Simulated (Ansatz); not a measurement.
Li₂I₃⁻. The state is a singlet with charge -1. Geometry r2SCAN-D4/def2-SVPD, basis def2-TZVPD, Ansatz.

```xyz
5

Li   -0.134    2.236   -0.002
Li    0.049   -0.866    0.001
I     0.233   -3.431    0.004
I    -0.263    1.021   -2.214
I     0.115    1.040    2.211
```

```
run  HOMO (eV)  LUMO (eV)
  A      -5.06       2.64
  B      -2.67       1.75
  C      -1.44       1.35
  D      -1.61       1.33
  E      -1.86       1.79
  F      -2.43       1.56
```

In the def2 sets I takes a core potential; there is no spin–orbit coupling. B3LYP takes the VWN-RPA correlation. The structure comes from a short search, and lower isomers may exist.

The runs used B3LYP, BLYP, HF, PBE, PBE0, r2SCAN. Estimate which is which.

A HF (100 % exact exchange); B PBE0 (25 % exact exchange); C BLYP (0 % exact exchange); D PBE (0 % exact exchange); E r2SCAN (0 % exact exchange); F B3LYP (20 % exact exchange). Exact exchange lowers occupied and raises empty levels; among semilocal functionals meta-GGAs tend to open the gap a little, and such runs are hard to tell apart. The gap grows from 2.79 eV (BLYP) to 7.70 eV (HF).
